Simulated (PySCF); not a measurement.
## MDy for M along the halogens

HF with double-zeta basis sets in PySCF, for the lowest determinant that a PBE0 search found; no spin–orbit coupling. De refers to high-spin ground-configuration atoms. A positive dipole means M(−)Dy(+).

```json
{"M": "F", "basis": "x2c-SVPall", "reference": "ROHF", "state (unpaired electrons)": "sextet (f population 10.0)", "Re (Å)": "2.080", "ωe (cm⁻¹)": "513", "De (eV)": "n/a", "μ (D)": "3.99"}
{"M": "Cl", "basis": "x2c-SVPall", "reference": "ROHF", "state (unpaired electrons)": "sextet (f population 9.7)", "Re (Å)": "2.551", "ωe (cm⁻¹)": "304", "De (eV)": "n/a", "μ (D)": "4.86"}
{"M": "Br", "basis": "x2c-SVPall", "reference": "ROHF", "state (unpaired electrons)": "sextet (f population 9.7)", "Re (Å)": "2.721", "ωe (cm⁻¹)": "201", "De (eV)": "n/a", "μ (D)": "5.22"}
```

The shortest bond is that of DyF (2.080 Å), the longest that of DyBr (2.721 Å).

Down a group the atoms grow and get heavier, so bonds lengthen and wavenumbers fall; this series shows no clear exception.

Spin–orbit coupling is left out, which matters for elements this heavy, above all for dissociation energies. Hartree–Fock leaves out correlation, which carries a large part of most bond energies and some tenths to 1 eV of ionisation energies. The state is the lowest single determinant that the PBE0 search found; with open d or f shells the true ground state can be another one.
